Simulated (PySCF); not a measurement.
C2H3F3Si, SMILES C([Si](F)(F)F)=C.

Geometry: TPSSh-D3(BJ)/def2-SVP. The values are those of a single conformer.

Method: PBE/def2-TZVP (PySCF).

Symmetry labels are those of the subgroup Cs that the program uses (full group Cs).

Computed valence orbital energies around the gap with their symmetry:
```tsv
orbital	symmetry	energy (eV)
HOMO−7	A"	-10.82
HOMO−6	A'	-10.82
HOMO−5	A'	-10.39
HOMO−4	A"	-10.23
HOMO−3	A'	-10.18
HOMO−2	A"	-9.81
HOMO−1	A'	-8.60
HOMO	A"	-7.75
LUMO	A"	-2.35
LUMO+1	A'	0.13
LUMO+2	A'	0.42
LUMO+3	A'	1.05
```
